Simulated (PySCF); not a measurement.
Molfile (atoms numbered from 1):
```
C6H6F2
     RDKit          3D

 14 13  0  0  0  0  0  0  0  0999 V2000
    1.0380    2.8879    0.1497 C   0  0  0  0  0  0  0  0  0  0  0  0
    1.0037    1.5833   -0.1150 C   0  0  0  0  0  0  0  0  0  0  0  0
    0.0250    0.6863    0.4378 C   0  0  0  0  0  0  0  0  0  0  0  0
   -0.0109   -0.6298    0.1716 C   0  0  0  0  0  0  0  0  0  0  0  0
   -0.9932   -1.5188    0.7282 C   0  0  0  0  0  0  0  0  0  0  0  0
   -1.0357   -2.8216    0.4724 C   0  0  0  0  0  0  0  0  0  0  0  0
   -0.1984   -3.4862   -0.3172 F   0  0  0  0  0  0  0  0  0  0  0  0
   -1.9343   -3.6623    0.9763 F   0  0  0  0  0  0  0  0  0  0  0  0
    0.3178    3.3487    0.8056 H   0  0  0  0  0  0  0  0  0  0  0  0
    1.7821    3.5365   -0.2780 H   0  0  0  0  0  0  0  0  0  0  0  0
    1.7384    1.1437   -0.7767 H   0  0  0  0  0  0  0  0  0  0  0  0
   -0.7123    1.1209    1.1005 H   0  0  0  0  0  0  0  0  0  0  0  0
    0.7227   -1.0705   -0.4899 H   0  0  0  0  0  0  0  0  0  0  0  0
   -1.7436   -1.1186    1.3925 H   0  0  0  0  0  0  0  0  0  0  0  0
  1  2  2  0
  2  3  1  0
  3  4  2  0
  4  5  1  0
  5  6  2  0
  6  7  1  0
  6  8  1  0
  1  9  1  0
  1 10  1  0
  2 11  1  0
  3 12  1  0
  4 13  1  0
  5 14  1  0
M  END
```

Geometry: GFN2-xTB; GIAO absolute shieldings from PySCF, gas phase, non-relativistic, averaged over equivalent atoms.

At wB97X/pcSseg-0 (84 basis functions, 8.1 s wall time on 1 thread of an Arm Neoverse V1, shared host):
```
atoms  σ (ppm)
   C6     12.6
   C2     47.9
   C3     51.0
   C4     61.8
   C1     63.9
   C5     98.3
   F8    265.7
   F7    267.3
  H11    26.68
  H13    26.93
  H12    27.01
   H9    27.54
  H10    27.59
  H14    28.19
```

What do these become at B97-D/pcSseg-1?

Answers


```
atoms  σ at B97-D/pcSseg-1  change
   C6                 13.8    +1.2
   C2                 42.3    -5.6
   C3                 47.6    -3.4
   C4                 57.3    -4.5
   C1                 64.1    +0.2
   C5                 95.0    -3.3
   F8                240.3   -25.4
   F7                242.9   -24.4
  H11                25.35   -1.33
  H13                25.61   -1.32
  H12                25.68   -1.33
   H9                26.49   -1.05
  H10                26.61   -0.98
  H14                26.86   -1.33
```

The largest change is at F8 (vinylic fluorine). Cost: 166 basis functions, 33 s wall time on 1 thread of an Arm Neoverse V1, shared host. The order of the carbon signals is the same at both levels.
